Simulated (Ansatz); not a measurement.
Geometry optimisation, RKS PBE-D4/cc-pVDZ in Ansatz.

Input file:

```yaml
crystal:
  periodic: [false, false, false]
  atoms:
    - { symbol: B, position_ang: [-0.73941, 1.52042, -0.26266] }
    - { symbol: Si, position_ang: [0.43082, 0.2038, 0.47204] }
    - { symbol: C, position_ang: [1.6626, 0.47457, 1.73344] }
    - { symbol: Cl, position_ang: [1.92784, 2.03214, 2.44296] }
    - { symbol: H, position_ang: [-1.51598, 1.23513, -1.09152] }
    - { symbol: H, position_ang: [-0.71392, 2.63854, 0.09178] }
    - { symbol: H, position_ang: [0.50905, -1.22284, 0.12506] }
    - { symbol: H, position_ang: [2.32835, -0.26586, 2.14996] }
basis:
  gaussian: { orbitals: cc-pVDZ }
hamiltonian:
  xc: pbe
  dispersion: d4
relax:
  f_tol: 0.015
  max_steps: 40
```

Command:

```bash
$ ansatz run input.yaml --threads 1 --pin off --max-ram 2048MiB --backend cpu --events-out ev --progress --plain --runs-dir out
```

Q: Where does it end, and by what steps?

A: The run converged. After 6 steps the energy has fallen by 0.106 eV; H6 moved furthest, 0.08 Å.

```csv
step,energy less start (eV),largest force component (eV/Å),accepted
0,0.0000,0.949,yes
1,-0.0932,0.340,yes
2,-0.0650,0.618,no
3,-0.0889,0.438,no
4,-0.1053,0.055,yes
5,-0.1056,0.016,yes
6,-0.1056,0.004,yes
```

```xyz
8
Properties=species:S:1:pos:R:3
B -0.748 1.523 -0.270
Si 0.447 0.162 0.474
C 1.652 0.515 1.733
Cl 1.926 2.065 2.453
H -1.557 1.242 -1.128
H -0.661 2.658 0.147
H 0.504 -1.295 0.099
H 2.326 -0.252 2.152
```

Whether the end is a true minimum wasn't checked by a vibrational analysis.

Time of the run: 25 s on 1 thread of Arm Neoverse V1, on a shared host, peak memory 0.14 GiB.
